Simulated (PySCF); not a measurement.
## Polarisability and C₆ of Ar⁺ (argon, charge +1)

[Ne] 3s2 3p4 4s1, high-spin 4P determinant (an excited configuration). Computed with PySCF 2.14 in aug-cc-pCVQZ-DK (10s9p7d5f3g, 134 functions), with scalar relativity by spin-free X2C-1e. Coupled (time-dependent) response in atomic units; α is the mean over directions.

| method | mean α (bohr³) | α xx, yy, zz | C₆ (like pair) | S(−4) |
| --- | --- | --- | --- | --- |
| UHF | 118.2 | 128.7, 97.24, 128.7 | 992.3 | 14970 |
| PBE | 89.86 | 102.8, 63.93, 102.8 | 668.3 | 8725 |
| PBE0 | 101.9 | 112.7, 80.27, 112.7 | 809.4 | 10910 |

S(−4) is the Cauchy moment in α(ω) = α(0) + S(−4) ω² + …

α(iu) at UHF:

```csv
u (hartree),α(iu) (bohr³)
0,118.2
0.0500,90.15
0.100,53.93
0.200,22.94
0.300,13.36
0.500,7.193
0.750,4.541
1.00,3.213
1.50,1.853
2.00,1.199
3.00,0.6230
5.00,0.2678
```

A single London oscillator, α(iu) = α/(1 + u²/ω²), gives C₆ = (3/4) ω α². Matching the computed C₆ needs ω = 4 × 992.3 / (3 × 118.2²) = 0.0947 hartree.

For an ion, C₆ is the dispersion term alone; charge-induced terms of lower order in 1/R come first.

The components differ because the open shell of this determinant is not spherical; for a pure term their mean is the scalar polarisability.

The outer electron is Rydberg-like, and this basis confines it to a smaller radius and binds it less than a complete one would.
